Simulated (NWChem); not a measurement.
System: GeH₃Cl; SMILES [Cl][GeH3]

Program: NWChem. All runs use the structure optimised with B3LYP/6-31G* (spherical d). Vertical excitations in the gas phase; the lowest state need not have the same character in each row.

```
level                                              lowest excitation, singlet (eV)  oscillator strength of that lowest state  lowest triplet (eV)  orbital gap (eV)
-------------------------------------------------  -------------------------------  ----------------------------------------  -------------------  ----------------
PBE/def2-SVPD, full TDDFT                                                     6.03                                     0.015                 5.59              5.84
B3LYP/def2-SVPD, full TDDFT                                                   6.39                                     0.016                 5.92              7.52
LDA (Slater exchange, VWN5)/def2-SVPD, full TDDFT                             5.90                                     0.014                 5.52              5.69
PBE0/def2-SVPD, full TDDFT                                              (withheld)                                     0.016           (withheld)        (withheld)
```

Question: Complete the blanks.

Answer: 
- PBE0/def2-SVPD, full TDDFT, lowest excitation, singlet (eV): 6.59
- PBE0/def2-SVPD, full TDDFT, lowest triplet (eV): 6.08
- PBE0/def2-SVPD, full TDDFT, orbital gap (eV): 8.07
